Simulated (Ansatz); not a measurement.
Born–Oppenheimer molecular dynamics of ClH₃OSn (6 atoms, charge 0, multiplicity 1). It goes on from the last frame of an earlier run, with new velocities.

Method: RKS r2SCANh/def2-SVP in Ansatz.

| Quantity | Value |
| --- | --- |
| ensemble | NVT, Nosé–Hoover chain |
| time step | 0.5 fs |
| steps asked | 100 |
| set temperature | 300 K |
| thermostat | time constant 50 fs, chain length 1 |
| seed | 430755 |

First frame:

```xyz
6
Properties=species:S:1:pos:R:3
Sn -0.022 0.070 0.016
O 0.353 -0.219 1.924
H -0.405 -0.319 2.519
H 1.536 0.216 -0.615
H -1.143 1.323 -0.205
Cl -1.114 -1.770 -0.878
```

(1) How far do the bonds stretch over the last three quarters of this one trajectory? (Pairs bonded in most of those frames.)

## Answers

(1) 
| bond | mean (Å) | spread (Å) | shortest | longest |
| --- | --- | --- | --- | --- |
| Sn1–O2 | 1.970 | 0.030 | 1.93 | 2.01 |
| Sn1–H4 | 1.708 | 0.045 | 1.64 | 1.77 |
| Sn1–H5 | 1.708 | 0.009 | 1.69 | 1.72 |
| Sn1–Cl6 | 2.382 | 0.022 | 2.34 | 2.40 |
| O2–H3 | 0.964 | 0.015 | 0.94 | 0.99 |

Mean temperature of the second half: 219 K. The conserved energy stayed within 0.11 meV per atom of its start (net change 0.034 meV per atom), so the integration is sound. The mean temperature of the second half is 27 % below the set value. A run of 0.05 ps of so small a system gives no equilibrium averages.

Run time: 9.5 min on 1 thread of Arm Neoverse V1 (shared host), peak memory 0.16 GiB.
